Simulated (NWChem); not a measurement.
System: C₂, singlet; SMILES [C]=[C]

Parts of the log:

```
             Northwest Computational Chemistry Package (NWChem) 7.3.0
             --------------------------------------------------------

                             Geometry "geometry" -> ""
                             -------------------------

 Output coordinates in angstroms (scale by  1.889725989 to convert to a.u.)

  No.       Tag          Charge          X              Y              Z
 ---- ---------------- ---------- -------------- -------------- --------------
    1 C                    6.0000     0.00000000     0.00000000    -0.62308600
    2 C                    6.0000     0.00000000     0.00000000     0.62308600

 Effective nuclear repulsion energy (a.u.)      15.2871200476

                                 NWChem DFT Module
                                 -----------------

 Summary of "ao basis" -> "ao basis" (spherical)
 ------------------------------------------------------------------------------
       Tag                 Description            Shells   Functions and Types
 ---------------- ------------------------------  ------  ---------------------
 C                           6-31g*                  6       14   3s2p1d

 in cosmo_initialize ...

 solvent parameters
 solvname_short: unkn
 solvname_long:  unknown
 dielec:       25.0000

          ---------------
          -cosmo- solvent
          ---------------
 Cosmo: York-Karplus, doi: 10.1021/jp992097l
 dielectric constant -eps-     =  25.00
 screen = (eps-1)/(eps    )    =   0.96000
 surface charge correction     = lagrangian

   van der Waals surface
 --------------------------

 ---------- ATOMIC COORDINATES (A.U.) ------------ VDWR(ANG.) --
     1    0.00000000    0.00000000   -1.17746181     2.000
     2    0.00000000    0.00000000    1.17746181     2.000
 number of segments per atom =         32
 number of   points per atom =         32
 atom (   nspa,  nppa )
 ----------------------
    1 (     24,     0 )       0
    2 (     24,     0 )       0
 number of -cosmo- surface points =       48
 molecular surface =     67.454 angstrom**2
 molecular volume  =     49.383 angstrom**3
 G(cav/disp)       =      1.197 kcal/mol
 -lineq- algorithm             =   0
 -bem- low  level              =   2
 -bem- from -octahedral-
 gaussian surface charge width =   4.50000
 degree of switching           =   1.00000
 switching function tolerance  =   0.00010
 atomic radii =
 --------------
    1  6.000  2.000
    2  6.000  2.000
 ...... end of -cosmo- initialization ......

            General Information
            -------------------
          SCF calculation type: DFT
          Wavefunction type:  closed shell.
          No. of atoms     :     2
          No. of electrons :    12
           Alpha electrons :     6
            Beta electrons :     6
          Charge           :     0
          Spin multiplicity:     1
          Use of symmetry is: off; symmetry adaption is: off
          Maximum number of iterations: 150
          AO basis - number of functions:    28
                     number of shells:    12
          Convergence on energy requested:  1.00D-06
          Convergence on density requested:  1.00D-05
          Convergence on gradient requested:  5.00D-04

              XC Information
              --------------
                       M06-2X Method XC Functional
                     Hartree-Fock (Exact) Exchange  0.540
                        M06-2X Exchange Functional  1.000
                      M06-2X Correlation Potential  1.000

             Grid Information
             ----------------
          Grid used for XC integration:  medium
          Radial quadrature: Mura-Knowles
          Angular quadrature: Lebedev.
          Tag              B.-S. Rad. Rad. Pts. Rad. Cut. Ang. Pts.
          ---              ---------- --------- --------- ---------
          C                   0.70       49           6.0       434
          Grid pruning is: on
          Number of quadrature shells:    98
          Spatial weights used:  Erf1

      Superposition of Atomic Density Guess
      -------------------------------------

 Sum of atomic energies:         -75.32050830

      Non-variational initial energy
      ------------------------------

 Total energy =     -75.604537
 1-e energy   =    -130.884333
 2-e energy   =      39.992676
 HOMO         =      -0.298773
 LUMO         =      -0.219223

   convergence    iter        energy       DeltaE   RMS-Dens  Diis-err
 ---------------- ----- ----------------- --------- --------- ---------
     COSMO gas phase
 d= 0,ls=0.0,diis     1    -75.8220333194 -9.11D+01  1.47D-02  1.28D-01
 d= 0,ls=0.0,diis     2    -75.8415060728 -1.95D-02  4.59D-03  1.72D-02
 d= 0,ls=0.0,diis     3    -75.8439539670 -2.45D-03  7.06D-04  8.76D-04
 d= 0,ls=0.0,diis     4    -75.8441074024 -1.53D-04  2.92D-04  2.32D-05
 d= 0,ls=0.0,diis     5    -75.8441107396 -3.34D-06  3.71D-05  2.66D-07
 d= 0,ls=0.0,diis     6    -75.8441107987 -5.92D-08  1.89D-06  2.49D-09

[...]

                                   COSMO solvation results
                                   -----------------------

                 gas phase energy =       -75.844110798734
                 sol phase energy =       -75.845362456136
 (electrostatic) solvation energy =         0.001251657402 (    0.79 kcal/mol)

                       DFT Final Molecular Orbital Analysis
                       ------------------------------------

 Vector    4  Occ=2.000000D+00  E=-4.508876D-01
              MO Center=  6.9D-14, -2.9D-16,  6.8D-06, r^2= 1.8D+00
   Bfn.  Coefficient  Atom+Function         Bfn.  Coefficient  Atom+Function
  ----- ------------  ---------------      ----- ------------  ---------------
     6      0.419124  1 C  s                 20     -0.419125  2 C  s
     2      0.309364  1 C  s                 16     -0.309364  2 C  s
     5     -0.207352  1 C  pz                19     -0.207358  2 C  pz
     1     -0.145270  1 C  s                 15      0.145270  2 C  s
     9     -0.133127  1 C  pz                23     -0.133129  2 C  pz

 Vector    5  Occ=2.000000D+00  E=-3.815512D-01
              MO Center= -9.7D-13, -4.0D-15,  3.4D-06, r^2= 1.2D+00
   Bfn.  Coefficient  Atom+Function         Bfn.  Coefficient  Atom+Function
  ----- ------------  ---------------      ----- ------------  ---------------
     3      0.434973  1 C  px                17      0.434976  2 C  px
     7      0.241740  1 C  px                21      0.241741  2 C  px
    13     -0.028711  1 C  d  1              27      0.028711  2 C  d  1

 Vector    6  Occ=2.000000D+00  E=-3.815512D-01
              MO Center=  1.1D-14,  3.7D-15,  3.4D-06, r^2= 1.2D+00
   Bfn.  Coefficient  Atom+Function         Bfn.  Coefficient  Atom+Function
  ----- ------------  ---------------      ----- ------------  ---------------
     4      0.434973  1 C  py                18      0.434976  2 C  py
     8      0.241740  1 C  py                22      0.241741  2 C  py
    11      0.028711  1 C  d -1              25     -0.028711  2 C  d -1

 Vector    7  Occ=0.000000D+00  E=-2.025156D-01
              MO Center=  9.5D-13,  1.4D-16, -8.3D-06, r^2= 1.7D+00
   Bfn.  Coefficient  Atom+Function         Bfn.  Coefficient  Atom+Function
  ----- ------------  ---------------      ----- ------------  ---------------
     5      0.447754  1 C  pz                19     -0.447754  2 C  pz
     6     -0.339987  1 C  s                 20     -0.339981  2 C  s
     9      0.238958  1 C  pz                23     -0.238957  2 C  pz
     2     -0.046548  1 C  s                 16     -0.046546  2 C  s
     1      0.040112  1 C  s                 15      0.040110  2 C  s

 Vector    8  Occ=0.000000D+00  E= 6.725688D-02
              MO Center=  5.6D-15,  1.6D-14, -3.4D-06, r^2= 1.8D+00
   Bfn.  Coefficient  Atom+Function         Bfn.  Coefficient  Atom+Function
  ----- ------------  ---------------      ----- ------------  ---------------
     8      0.514830  1 C  py                22     -0.514828  2 C  py
     7     -0.383987  1 C  px                21      0.383985  2 C  px
     4      0.355919  1 C  py                18     -0.355919  2 C  py
     3     -0.265463  1 C  px                17      0.265463  2 C  px

 Vector    9  Occ=0.000000D+00  E= 6.725688D-02
              MO Center= -4.2D-15, -1.6D-14, -3.4D-06, r^2= 1.8D+00
   Bfn.  Coefficient  Atom+Function         Bfn.  Coefficient  Atom+Function
  ----- ------------  ---------------      ----- ------------  ---------------
     7      0.514830  1 C  px                21     -0.514828  2 C  px
     8      0.383987  1 C  py                22     -0.383985  2 C  py
     3      0.355919  1 C  px                17     -0.355919  2 C  px
     4      0.265463  1 C  py                18     -0.265463  2 C  py

     Multipole analysis of the density
     ---------------------------------

     L   x y z        total         alpha         beta         nuclear
     -   - - -        -----         -----         ----         -------
     0   0 0 0     -0.000000     -6.000000     -6.000000     12.000000

     1   1 0 0      0.000000      0.000000      0.000000      0.000000
     1   0 1 0     -0.000000     -0.000000     -0.000000      0.000000
     1   0 0 1     -0.000059     -0.000030     -0.000030      0.000000

     2   2 0 0     -8.753266     -4.376633     -4.376633      0.000000
     2   1 1 0      0.000000      0.000000      0.000000      0.000000
     2   1 0 1      0.000000      0.000000      0.000000      0.000000
     2   0 2 0     -8.753266     -4.376633     -4.376633      0.000000
     2   0 1 1      0.000000      0.000000      0.000000      0.000000
     2   0 0 2     -6.497850    -11.567423    -11.567423     16.636996
```

Level: M06-2X/6-31G* (spherical d), COSMO on the gas-phase geometry. Low-valent species are run as closed-shell singlets; no triplet was tried in these runs. Structure relaxed at the PBE0-D3(BJ)/def2-TZVP level. COSMO prints the solvation energy as gas minus solution, so a positive value is a stabilisation.

Task: Reconstruct the input file.

Result: This is not unique; one that fits is the input that was run:
```
start job
memory heap 200 mb stack 700 mb global 900 mb
geometry units angstroms noautosym nocenter noautoz
  C      0.000000     0.000000    -0.623086
  C      0.000000     0.000000     0.623086
end
basis spherical
  C library 6-31g*
end
dft
  xc m06-2x
  iterations 150
end
cosmo
  dielec 25.0
end
task dft energy
```
